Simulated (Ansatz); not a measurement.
One geometry of `[F][InH][SH]`, several functionals.

```yaml
crystal:
  periodic: [false, false, false]
  atoms:
    - {symbol: F, position_ang: [-1.098270, -1.195141, 0.957975]}
    - {symbol: In, position_ang: [-0.537382, 0.020819, -0.465521]}
    - {symbol: S, position_ang: [1.648078, 0.758887, 0.030922]}
    - {symbol: H, position_ang: [-1.633040, 0.317652, -1.722146]}
    - {symbol: H, position_ang: [1.670513, 0.024181, 1.157370]}
basis:
  gaussian: {orbitals: def2-TZVPP}
hamiltonian: {xc: {name: CAM-B3LYP}, dispersion: d4}
output: {orbitals: {seedname: orbitals}}
```

```sh
$ ansatz run in.yaml --threads 2 --pin off --events-out ev --progress --plain --max-ram 32768MiB --backend cpu
```

Output, abridged:

```
Functional definition: CAM-B3LYP
1035 factors; their error is unknown
233 factors; integrals over basis functions are off by at most 2.1e-5 eV
mean field evaluation 1: about -18757.4126 eV, gradient 4.6e1 eV
mean field evaluation 2: about -18750.9117 eV, gradient 8.4e1 eV
mean field evaluation 4: about -18760.9711 eV, gradient 2.7e0 eV
mean field evaluation 8: about -18760.9827 eV, gradient 3.8e-2 eV
mean field evaluation 16: about -18761.0293 eV, gradient 5.6e-5 eV
mean field -18761.02934370 eV, -689.4551116987 hartree, gradient 5.6e-5 eV, S^2 0.000000; 0 other end points of the search recorded, 0 dependent functions left out
reference -18761.02946642 eV, -689.4551162083 hartree; 24, 24 occupied and 127, 127 virtual orbitals, 1035 factors
Total energy: -18761.10831869 eV, -689.4580139760 hartree
```

It took 2.6 s on 2 threads of an AMD EPYC 7R13 on a shared host, with 0.37 GiB of host memory at the peak.

With the line `hamiltonian: {xc: {name: r2SCAN0}, dispersion: d4}` (abridged; 3.8 s):

```
Functional definition: r2SCAN0
mean field evaluation 16: about -18760.5544 eV, gradient 6.2e-5 eV
mean field -18760.55439329 eV, -689.4376575930 hartree, gradient 6.2e-5 eV, S^2 0.000000
Total energy: -18760.57840438 eV, -689.4385399844 hartree
```

The same input with `hamiltonian: {xc: {name: B3LYP}, dispersion: d4}` and forces (abridged; 3 s):

```
Functional definition: B3LYP
mean field evaluation 16: about -18764.3014 eV, gradient 2.4e-5 eV
mean field -18764.30137813 eV, -689.5753567459 hartree, gradient 2.4e-5 eV, S^2 0.000000
Total energy: -18764.44759624 eV, -689.5807301624 hartree
Atom 0 force    -0.095221    -0.192488     0.220655 eV/Å
Atom 1 force    -0.128904     0.105209    -0.254272 eV/Å
Atom 2 force     0.242663     0.067907     0.076379 eV/Å
Atom 3 force    -0.047034     0.005485    -0.042839 eV/Å
Atom 4 force     0.028496     0.013886     0.000079 eV/Å
Dipole moment:    -0.007009     0.238297    -0.365156 e Å
```

Changing it to `hamiltonian: {xc: {name: r2SCANh}, dispersion: d4}` (abridged; 3.4 s):

```
Functional definition: r2SCANh
mean field evaluation 16: about -18761.4288 eV, gradient 1.9e-4 eV
mean field -18761.42880294 eV, -689.4697915550 hartree, gradient 4.4e-5 eV, S^2 0.000000
Total energy: -18761.45013505 eV, -689.4705754955 hartree
```

With the line `hamiltonian: {xc: {name: wB97M-V}}` and forces (abridged; 7 s):

```
Functional definition: wB97M-V
mean field evaluation 16: about -18759.1380 eV, gradient 6.7e-5 eV
mean field -18759.13800579 eV, -689.3856063124 hartree, gradient 6.7e-5 eV, S^2 0.000000
Total energy: -18759.13806728 eV, -689.3856085719 hartree
Atom 0 force    -0.006960    -0.012269     0.013467 eV/Å
Atom 1 force    -0.012856     0.042821    -0.074486 eV/Å
Atom 2 force    -0.052203    -0.065723     0.060839 eV/Å
Atom 3 force     0.076449    -0.015654     0.080183 eV/Å
Atom 4 force    -0.004431     0.050825    -0.080003 eV/Å
Dipole moment:    -0.029204     0.232408    -0.372620 e Å
```

Changing it to `hamiltonian: {xc: {name: PBE-QIDH}}` (abridged; 4.8 s):

```
Functional definition: PBE-QIDH
mean field evaluation 16: about -18740.0021 eV, gradient 4.5e-4 eV
mean field -18740.00213231 eV, -688.6823759327 hartree, gradient 1.0e-5 eV, S^2 0.000000
10 core orbitals not correlated: weight in the atoms' cores, before any rotation towards them, 1.000 or more for the frozen orbitals, at most 0.000 for the correlated occupied ones
second order -21.84281953 eV of doubles, -0.00000000 eV of singles
Total energy: -18747.28308554 eV, -688.9499460288 hartree
```

B3LYP takes the VWN-RPA correlation (the form of Gaussian; ORCA's B3LYP/G).
